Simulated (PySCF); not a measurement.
**Electron correlation in I⁺ (iodine, charge +1)**

[Kr] 4d10 5s1 5p4 5d1, one real determinant (an excited configuration). Computed with PySCF 2.14 in aug-cc-pVTZ-DK3, with scalar relativity by spin-free X2C-1e. Frozen: [Kr] 4d10; 6 electrons correlated.

```json
{"level": "CCSD", "correlation energy (mhartree)": "-113.01"}
{"level": "(T)", "correlation energy (mhartree)": "-8.79"}
{"level": "CCSD(T)", "correlation energy (mhartree)": "-121.80"}
```

Diagnostics: T1 = 0.013, D1 = 0.0331, largest double amplitude 0.226.

The real determinant used has ⟨L²⟩ near 8 against 12 for a pure F term, so it mixes terms. The outer electron is Rydberg-like, and this basis confines it to a smaller radius and binds it less than a complete one would. A double-excitation amplitude exceeds 0.15, a sign of near-degeneracy.

Cost of the coupled-cluster step: roughly 6 core-seconds, for 6 correlated electrons.

The reference is one real determinant that mixes LS terms of this configuration.
